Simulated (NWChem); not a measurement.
C₂H₄O₃Si; SMILES O=C1C[Si@H](O)O1

```xyz
10

O     -0.2566    -2.4548     0.2762
C     -0.0666    -1.3014     0.0604
C      1.2156    -0.4576     0.1031
Si     0.0669     0.9234    -0.4345
O     -0.2857     2.1881     0.5532
O     -1.0302    -0.4019    -0.3111
H      1.6582    -0.4220     1.1099
H      1.9799    -0.8270    -0.5965
H      0.1494     1.4907    -1.7938
H     -0.4485     2.0253     1.4873
```
Atoms are numbered in this order, from 1.

Level: PBE0/def2-SVP (NWChem), optimised geometry, unscaled harmonic frequencies. 

Q: List the harmonic frequencies with IR intensities, and the thermochemistry.

A: 
| frequency (cm⁻¹) | IR intensity (km/mol) |
|---|---|
| 87 | 6.0 |
| 201 | 10.6 |
| 271 | 32.8 |
| 338 | 120.4 |
| 483 | 1.5 |
| 507 | 1.8 |
| 547 | 18.0 |
| 669 | 15.4 |
| 696 | 77.6 |
| 747 | 25.5 |
| 803 | 108.1 |
| 864 | 102.5 |
| 890 | 171.2 |
| 909 | 14.4 |
| 979 | 161.1 |
| 1077 | 1.3 |
| 1099 | 57.7 |
| 1194 | 285.9 |
| 1371 | 30.4 |
| 1958 | 446.2 |
| 2337 | 94.0 |
| 3113 | 1.5 |
| 3178 | 1.2 |
| 3932 | 130.0 |

```json
{
  "zero_point_energy": "40.4 kcal/mol",
  "thermal correction to the enthalpy at 298.15 K (with zero-point energy)": "44.9 kcal/mol",
  "heat capacity Cv": "22.7 cal/(mol K)",
  "entropy at 298.15 K and 1 atm (symmetry number 1)": "79.0 cal/(mol K)",
  "dipole_moment": "3.64 D"
}
```

Rigid rotor and harmonic oscillator; modes under 100 cm⁻¹ make the entropy uncertain.
